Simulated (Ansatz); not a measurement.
Program: Ansatz. Geometries: PBE0-D4/def2-TZVP. ΔE: electronic, gas phase. CCSD(T)/CBS is the MP2 limit (def2-TZVPP, def2-QZVPP) plus CCSD(T) − MP2 in def2-TZVPP, frozen cores. Functionals use def2-TZVPP. For Ge outer-core shells are correlated without core-valence functions, which leaves a few kJ/mol of doubt a bond. Scalar relativity is left out up to krypton. Each species was taken in one conformer, which may not be the lowest.

`C[O][GeH]([F])[O]C` + `C=CC(F)S` → `C[O][GeH]([SH])[O]C` + `C=CC(F)F`  (formal exchange of groups at a Ge–F bond)

Is it downhill or uphill in electronic energy at CCSD(T)/CBS, and by how much? (Estimate.)

Ansatz gave: Uphill: ΔE = +6.9 kcal/mol.

What do these levels give: PBE-D4, r2SCAN-D4, PBE, MP2/def2-TZVPP, HF/def2-QZVPP, SCS-MP2/def2-QZVPP? (An estimate is asked.)

Computed: PBE-D4 5.0, r2SCAN-D4 5.7, PBE 5.3, MP2/def2-TZVPP 7.5, HF/def2-QZVPP 6.8, SCS-MP2/def2-QZVPP 8.5 kcal/mol.

Largest T1 diagnostic among the species: 0.012.
